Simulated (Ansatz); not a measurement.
BrH2OSb (`[OH][SbH][Br]`), relaxed with RKS PBE0-D4/def2-TZVP in Ansatz 0.2.0 from a PBE-D4/def2-SVP geometry. The force threshold is 0.005 eV/Å; the program also tests the step.

The species carries charge 0 and has multiplicity 1. Sb: def2 effective core potential.

Start:

```xyz
5

O    -0.775    1.035   -0.402
Sb    0.596    0.051    0.703
Br    1.157   -1.937   -0.824
H    -0.294    1.654   -0.989
H    -0.683   -0.804    1.513
```

```tsv
step	energy (eV)	largest force (eV/Å)	largest move (Å)
1	-78655.8282	0.834	0.000
2	-78655.8819	0.328	0.103
3	-78655.8925	0.099	0.033
4	-78655.8931	0.035	0.015
5	-78655.8933	0.015	0.005
6	-78655.8933	0.001	0.003
```

End:

```xyz
5

O    -0.724    0.991   -0.398
Sb    0.585    0.052    0.711
Br    1.120   -1.874   -0.822
H    -0.302    1.622   -0.988
H    -0.679   -0.792    1.497
```

Run time 23 s (2 threads of an Arm Neoverse V2 on a shared host); peak host memory 0.33 GiB.
